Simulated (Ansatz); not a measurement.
One change: `[SiH3]CC[SiH2]Cl` becomes `BOC[SiH2]Cl`.

Ansatz, PBE0-D4/def2-TZVP geometries, multiplicity 1. Each molecule was computed in one conformer, which needn't be the lowest.

| property | `[SiH3]CC[SiH2]Cl` |
| --- | --- |
| HOMO energy (PBE0/def2-TZVPP) / eV | -8.39 |
| HOMO–LUMO gap (PBE/def2-TZVPP) / eV | 6.47 |
| size of the dipole moment (B3LYP/def2-TZVPP) / D | 1.80 |
| LUMO energy (ωB97M-V/def2-TZVPP) / eV | 1.90 |
| LUMO energy (PBE/def2-TZVPP) / eV | -0.64 |
| size of the dipole moment (PBE/def2-TZVPP) / D | 1.78 |

Question: Give the same properties after the change, and the shifts. (Best estimate.)

Answer: Ansatz gave: 
```csv
property,`BOC[SiH2]Cl`,shift
HOMO energy (PBE0/def2-TZVPP) / eV,-8.58,-0.19
HOMO–LUMO gap (PBE/def2-TZVPP) / eV,5.63,-0.84
size of the dipole moment (B3LYP/def2-TZVPP) / D,0.43,-1.37
LUMO energy (ωB97M-V/def2-TZVPP) / eV,1.20,-0.70
LUMO energy (PBE/def2-TZVPP) / eV,-1.65,-1.01
size of the dipole moment (PBE/def2-TZVPP) / D,0.46,-1.32
```

With PBE0 the HOMO falls by 0.19 eV and the LUMO falls by 0.89 eV, so the gap narrows by about 0.70 eV. PBE moves the HOMO by -0.18 eV and ωB97M-V by -0.24 eV. Dipoles are sizes alone; their direction can turn.

B3LYP here is the variant with VWN-RPA as its local correlation; programs differ in this.
